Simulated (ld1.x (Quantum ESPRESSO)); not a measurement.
**Cutoff test, Ca (Z = 20), TM**

- Element: calcium (Ca)
- Generator: ld1.x (Quantum ESPRESSO) 7.5
- Type: norm-conserving Troullier–Martins (Kleinman–Bylander form)
- Functional: LDA (PZ)
- Relativity: scalar-relativistic
- Frozen core: [Ne]
- Valence charge: 10
- Reference configuration: 3s2 3p6 3d1 4s1 4p0
- Partial waves: 3p (bound): rc 1.15 bohr; 3d (bound): rc 2.30 bohr; 3s (bound): rc 1.35 bohr
- Local potential: the s channel
- Core correction: none

Occupied shells without a wave of their own: 4s. They enter only through the test configuration that unscreens the potential.

The pseudo-atom Hamiltonian at the reference potential is diagonalised in spherical Bessel functions j_l(qr) that vanish at 20 bohr, with q² up to the cutoff. All-electron valence levels (Ry): 3p -1.8920, 4p -0.0931, 3d -0.0630, 3s -3.2665, 4s -0.2504.

Question: How do the lowest levels (Ry) of each channel move with the cutoff, and are there ghosts?

Answer:

```json
{"cutoff (Ry)": "8", "p #1": "-1.3783", "p #2": "-0.0685", "p #3": "0.0460", "d #1": "0.0095", "d #2": "0.0848", "s #1": "-3.0436", "s #2": "-0.2399", "f #1": "0.0834", "Σ f·Δε (mRy)": "3615.4"}
{"cutoff (Ry)": "18", "p #1": "-1.8486", "p #2": "-0.0907", "p #3": "0.0359", "d #1": "-0.0117", "d #2": "0.0590", "s #1": "-3.1417", "s #2": "-0.2448", "f #1": "0.0834", "Σ f·Δε (mRy)": "571.3"}
{"cutoff (Ry)": "35", "p #1": "-1.8854", "p #2": "-0.0931", "p #3": "0.0350", "d #1": "-0.0610", "d #2": "0.0400", "s #1": "-3.2547", "s #2": "-0.2537", "f #1": "0.0834", "Σ f·Δε (mRy)": "66.3"}
{"cutoff (Ry)": "60", "p #1": "-1.8907", "p #2": "-0.0934", "p #3": "0.0349", "d #1": "-0.0629", "d #2": "0.0396", "s #1": "-3.2608", "s #2": "-0.2543", "f #1": "0.0834", "Σ f·Δε (mRy)": "19.4"}
{"cutoff (Ry)": "100", "p #1": "-1.8919", "p #2": "-0.0935", "p #3": "0.0348", "d #1": "-0.0630", "d #2": "0.0396", "s #1": "-3.2662", "s #2": "-0.2546", "f #1": "0.0834", "Σ f·Δε (mRy)": "1.4"}
{"cutoff (Ry)": "160", "p #1": "-1.8920", "p #2": "-0.0935", "p #3": "0.0348", "d #1": "-0.0630", "d #2": "0.0396", "s #1": "-3.2665", "s #2": "-0.2547", "f #1": "0.0834", "Σ f·Δε (mRy)": "0.0"}
{"cutoff (Ry)": "400", "p #1": "-1.8920", "p #2": "-0.0935", "p #3": "0.0348", "d #1": "-0.0630", "d #2": "0.0396", "s #1": "-3.2666", "s #2": "-0.2547", "f #1": "0.0834", "Σ f·Δε (mRy)": "0.0"}
```

Result: no extra level below or beside the all-electron valence levels (p, d, s, f tested); 10 mRy is reached at 70 Ry and 1 mRy at 120 Ry.

Its largest configuration-test error is +334 meV.
